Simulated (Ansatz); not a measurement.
## Pulling the pair apart

The pair of F⁻ (SMILES [F-], atom 1) and BH$_{3}$O$_{3}$ (SMILES OB(O)O, atoms 2–8), both closed shells, in one local arrangement (a lower one may exist), relaxed at PBE0-D4/def2-TZVPD:

```
atom    x (Å)    y (Å)    z (Å)
  F1   1.5002  -0.9454  -1.4701
  O2   0.6440  -0.7178   0.9002
  B3  -0.2960   0.1546   0.4469
  O4  -1.1899   0.7089   1.3673
  O5  -0.3963   0.5054  -0.8666
  H6   1.1556  -0.9734   0.0706
  H7  -1.7724   1.2921   0.8769
  H8   0.3550  -0.0246  -1.3253
```

BH$_{3}$O$_{3}$ is shifted rigidly along the line between the mean atom positions of the two fragments (negative: closer). Counterpoise interaction energies in kcal/mol. Computed with Ansatz 0.2.0 (basis: def2-TZVPPD); correlated methods freeze the cores.

```json
{"shift (Å)": "-0.15", "MP2": "-55.14", "wB97M-V": "-57.07", "HF": "-53.85"}
{"shift (Å)": "-0.07", "MP2": "-57.08", "wB97M-V": "-58.94", "HF": "-55.89"}
{"shift (Å)": "0.00", "MP2": "-57.85", "wB97M-V": "-59.66", "HF": "-56.77"}
{"shift (Å)": "0.07", "MP2": "-57.73", "wB97M-V": "-59.49", "HF": "-56.75"}
{"shift (Å)": "0.18", "MP2": "-56.45", "wB97M-V": "-58.16", "HF": "-55.63"}
{"shift (Å)": "0.37", "MP2": "-52.08", "wB97M-V": "-53.65", "HF": "-51.50"}
{"shift (Å)": "0.74", "MP2": "-41.57", "wB97M-V": "-42.75", "HF": "-41.33"}
{"shift (Å)": "1.48", "MP2": "-25.00", "wB97M-V": "-25.49", "HF": "-25.17"}
```

Problem. What does CCSD(T) give at these shifts? (To be estimated.)

Solution. By the calculation: -55.37, -57.32, -58.10, -57.97, -56.70, -52.30, -41.70, -24.98 kcal/mol. For zero shift, CCSD(T) at an estimated basis limit (MP2 extrapolated from triple and quadruple zeta, plus CCSD(T) − MP2 in triple zeta) gives -60.03 kcal/mol. These are counterpoise interaction energies, counted from the two frozen fragments.

No T1 diagnostic of these runs exceeds 0.017.

For scale, one of the runs: CCSD(T)/def2-TZVPPD, 248 basis functions, launched by `ansatz run in.yaml --threads 4 --pin off --events-out ev --progress --plain --max-ram 9574MiB`. Hardware: 4 CPU threads of an Arm Neoverse V2, shared host. Wall time 2.4 min; peak host memory 5.7 GiB.
